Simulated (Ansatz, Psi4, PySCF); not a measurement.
tert-butylarsine (C4H11As), singlet, geometry from GFN2-xTB. Base run: B3LYP5/STO-3G (PySCF).

The PySCF input:
```python
from pyscf import gto, scf, dft

mol = gto.M(
    atom='''
C    -0.833161    1.276581    1.243048
C    -0.733443    0.023515    0.382388
C    -0.870086   -1.218516    1.259273
C    -1.837038    0.031185   -0.672247
As    1.042496   -0.079695   -0.573454
H    -1.796916    1.318046    1.752348
H    -0.733185    2.173158    0.630401
H    -0.047782    1.287334    1.999518
H    -0.797860   -2.124037    0.653878
H    -1.830961   -1.228024    1.774634
H    -0.078283   -1.244201    2.009854
H    -1.774793   -0.861438   -1.297578
H    -1.743177    0.907529   -1.315828
H    -2.822195    0.053059   -0.205390
H     1.023616    1.364497   -0.993214
H     1.841532    0.307412    0.640603
''',
    basis='sto-3g',
    charge=0,
    spin=0,
    verbose=4,
)

mf = dft.RKS(mol)
mf.xc = 'b3lyp5'
mf.kernel()
```

The same geometry, method and basis name were run in Ansatz (a first-principles code) and Psi4 and PySCF, at each program's defaults and at the settings that a row names. The base is PySCF at its defaults. Differences at the defaults can come from grids, fitting, cores and function types together.

```csv
code and settings,ΔE vs base (µEh),basis functions,E (Eh),SCF cycles,dipole (D)
"PySCF, defaults (exact integrals, its default grid, spherical functions)",0.0,49,-2367.50155,9,0.84
"Psi4, defaults (density fitting with its default set, its default grid, spherical functions)",-2537,49,-2367.50408,7,0.84
"Ansatz, defaults (factorised integrals, its default grid, spherical functions)",-15.0,49,-2367.50156,-,-
"PySCF, density fitting with def2-universal-jkfit",-2516,49,-2367.50406,9,0.84
"PySCF, fine grid",-22.2,49,-2367.50157,9,0.84
"Psi4, exact integrals, spherical functions, fine grid",-24.9,49,-2367.50157,9,0.84
"Ansatz, high accuracy",-23.0,49,-2367.50157,-,-
```
